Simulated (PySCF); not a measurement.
BFClBr, SMILES FB(Cl)Br. Atoms are numbered in the order given.

```xyz
4

B     -0.4392    -0.5752     0.0000
F     -1.7362    -0.8025     0.0000
Cl     0.6641    -1.9327     0.0000
Br     0.1866     1.2273     0.0000
```

Geometry optimised at TPSSh-D3(BJ)/def2-SVP.

Computed with HF/pcSseg-2 in PySCF.

GIAO shieldings, no solvent; atoms alike by connectivity are averaged. δ = σ(ref) − σ: ¹¹B against BF3 (σ = 104.0 ppm); ¹⁹F against CFCl3 (σ = 237.3 ppm); ³⁵Cl against HCl (σ = 947.2 ppm), references at their B3LYP-D3(BJ)/def2-TZVP geometries, non-relativistic (without spin–orbit terms, shifts of atoms bonded to Cl or Br come out too high).

```json
[
 {"atoms": "B1", "nucleus": "¹¹B", "count": "1", "δ (ppm)": "(withheld)"},
 {"atoms": "F2", "nucleus": "¹⁹F", "count": "1", "δ (ppm)": "0.3"},
 {"atoms": "Cl3", "nucleus": "³⁵Cl", "count": "1", "δ (ppm)": "150.6"}
]
```

Q: Some entries are withheld; supply them. (Estimate from the structure and the level; the computed values follow.)

A: 
- B1, δ (ppm): 31.5
